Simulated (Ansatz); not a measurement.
Geometry optimisation, Ansatz, UKS PBE0/def2-SVP.

Input:

```yaml
crystal:
  periodic: [false, false, false]
  atoms:
    - { symbol: B, position_ang: [-0.8865, 1.2814, -0.2014] }
    - { symbol: C, position_ang: [-0.4393, -0.1327, 0.193] }
    - { symbol: B, position_ang: [0.2633, -0.1055, 1.5941] }
    - { symbol: Si, position_ang: [0.8212, -0.7684, -1.1055] }
    - { symbol: H, position_ang: [-1.2739, 1.5069, -1.3471] }
    - { symbol: H, position_ang: [-1.4963, 1.9938, 0.5968] }
    - { symbol: H, position_ang: [-1.2862, -0.8041, 0.2566] }
    - { symbol: H, position_ang: [0.7267, -1.0994, 2.0742] }
    - { symbol: H, position_ang: [0.4648, 0.9197, 2.2437] }
    - { symbol: H, position_ang: [1.9196, 0.1084, -1.1714] }
    - { symbol: H, position_ang: [0.0578, -0.8304, -2.3841] }
    - { symbol: H, position_ang: [1.2058, -2.1248, -0.7148] }
magnetization:
  spin_polarized: true
basis:
  gaussian: { orbitals: def2-SVP }
hamiltonian:
  xc: pbe0
relax:
  f_tol: 0.02
  max_steps: 50
```

Command:

```bash
$ ansatz run input.yaml --threads 2 --pin off --max-ram 3072MiB --backend cpu --events-out ev --progress --plain --runs-dir out
```

Problem. Where does it end, and by what steps?

Solution. It converged. After 17 steps the energy has fallen by 1.017 eV; H6 moved furthest, 1.35 Å.

```json
{"step": "0", "energy less start (eV)": "0.0000", "largest force component (eV/Å)": "3.309", "accepted": "yes"}
{"step": "1", "energy less start (eV)": "-0.5344", "largest force component (eV/Å)": "0.869", "accepted": "yes"}
{"step": "2", "energy less start (eV)": "-0.6187", "largest force component (eV/Å)": "0.451", "accepted": "yes"}
{"step": "3", "energy less start (eV)": "-0.6722", "largest force component (eV/Å)": "0.388", "accepted": "yes"}
{"step": "4", "energy less start (eV)": "-0.7118", "largest force component (eV/Å)": "0.491", "accepted": "yes"}
{"step": "5", "energy less start (eV)": "-0.7922", "largest force component (eV/Å)": "0.344", "accepted": "yes"}
{"step": "6", "energy less start (eV)": "-0.8652", "largest force component (eV/Å)": "0.197", "accepted": "yes"}
{"step": "7", "energy less start (eV)": "-0.9115", "largest force component (eV/Å)": "0.440", "accepted": "yes"}
{"step": "8", "energy less start (eV)": "-0.8960", "largest force component (eV/Å)": "0.951", "accepted": "no"}
{"step": "9", "energy less start (eV)": "-0.9456", "largest force component (eV/Å)": "0.250", "accepted": "yes"}
{"step": "10", "energy less start (eV)": "-0.9724", "largest force component (eV/Å)": "0.196", "accepted": "yes"}
{"step": "11", "energy less start (eV)": "-0.9979", "largest force component (eV/Å)": "0.110", "accepted": "yes"}
{"step": "12", "energy less start (eV)": "-1.0104", "largest force component (eV/Å)": "0.239", "accepted": "yes"}
{"step": "13", "energy less start (eV)": "-1.0141", "largest force component (eV/Å)": "0.202", "accepted": "yes"}
{"step": "14", "energy less start (eV)": "-1.0144", "largest force component (eV/Å)": "0.194", "accepted": "yes"}
{"step": "15", "energy less start (eV)": "-1.0150", "largest force component (eV/Å)": "0.126", "accepted": "yes"}
{"step": "16", "energy less start (eV)": "-1.0166", "largest force component (eV/Å)": "0.027", "accepted": "yes"}
{"step": "17", "energy less start (eV)": "-1.0167", "largest force component (eV/Å)": "0.014", "accepted": "yes"}
```

```xyz
12
Properties=species:S:1:pos:R:3
B -1.080 1.140 -0.214
C -0.588 -0.264 0.195
B 0.139 -0.219 1.556
Si 0.869 -0.578 -1.006
H -2.202 1.297 -0.639
H -0.351 2.102 -0.115
H -1.315 -1.079 0.065
H -0.105 -1.043 2.408
H 0.971 0.631 1.782
H 1.849 0.543 -0.971
H 0.332 -0.734 -2.391
H 1.558 -1.851 -0.635
```

Whether the end is a true minimum wasn't checked by a vibrational analysis.

Run time: 24 s on 2 threads of AMD EPYC 9R45 96-Core Processor (Zen 5) (shared host), peak memory 0.3 GiB.
